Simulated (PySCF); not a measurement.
C2H4N2OSi, SMILES O[SiH]1N=CC=N1.

Geometry: r2SCAN-D4/def2-SVP. The structure was generated by enumeration, and PubChem lists no compound with its InChIKey, so it may never have been made. The values are those of a single conformer.

These are PBE/def2-TZVP (PySCF) values and carry that method's errors.

Isolated molecule, no solvent.

Computed frontier levels, gap, dipole moment and polarisability:
```yaml
highest_occupied_level: -6.30 eV
lowest_empty_level: -3.54 eV
orbital_gap: 2.77 eV
dipole_moment: 2.17 D
quadrupole, principal values (traceless, Buckingham form, about the centre of nuclear charge): -11.65, 4.22, 7.43 D·Å
mean_static_polarisability: 60.1 bohr³ (8.91 Å³)
polarisability_principal_values: 45.1, 57.3, 78.1 bohr³
```
